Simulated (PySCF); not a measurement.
# What binds GeSe: the parts of the energy along the bond

State: ¹Σ⁺, singlet, closed shell. RHF-based CCSD(T) in PySCF 2.14 with Ge cc-pwCVDZ-PP with ECP10, Se aug-cc-pVDZ-PP with ECP10 and Ge cc-pwCVTZ-PP with ECP10, Se aug-cc-pVTZ-PP with ECP10 (frozen core orbitals: 13; scalar-relativistic core potentials). Correlation energies are extrapolated as n⁻³ (n = 2, 3), Hartree–Fock as (n+1)·exp(−9√n). All energies in eV from Ge + Se.

```json
{"R (Å)": "1.8905", "HF/CBS": "-1.791", "CCSD corr.": "-1.962", "(T)": "-0.2688", "total": "-4.022"}
{"R (Å)": "1.9765", "HF/CBS": "-2.419", "CCSD corr.": "-1.968", "(T)": "-0.2912", "total": "-4.678"}
{"R (Å)": "2.0624", "HF/CBS": "-2.696", "CCSD corr.": "-1.985", "(T)": "-0.3172", "total": "-4.998"}
{"R (Å)": "2.1483", "HF/CBS": "-2.722", "CCSD corr.": "-2.011", "(T)": "-0.3473", "total": "-5.080"}
{"R (Å)": "2.2343", "HF/CBS": "-2.570", "CCSD corr.": "-2.044", "(T)": "-0.3815", "total": "-4.996"}
{"R (Å)": "2.3417", "HF/CBS": "-2.212", "CCSD corr.": "-2.094", "(T)": "-0.4304", "total": "-4.736"}
{"R (Å)": "2.4491", "HF/CBS": "-1.737", "CCSD corr.": "-2.149", "(T)": "-0.4863", "total": "-4.372"}
```

A fit to the total gives Re = 2.1426 Å, De = 5.081 eV, ωe = 402.4 cm⁻¹, Be = 0.09562 cm⁻¹ (masses 73.9212 and 79.9165 u).

Question: At R = 2.1483 Å the CCSD correlation energy is -0.442885 hartree in the smaller basis and -0.684505 in the larger. Extrapolate it.

Answer: (3³·E3 − 2³·E2)/(3³ − 2³) = -0.78624 hartree; the larger basis holds 87.1 % of it.

The T1 diagnostic is 0.024, large enough to doubt a single reference. The open-shell atoms are computed with UHF. Spin–orbit coupling, excitations beyond (T) and corrections to the Born–Oppenheimer picture are left out.
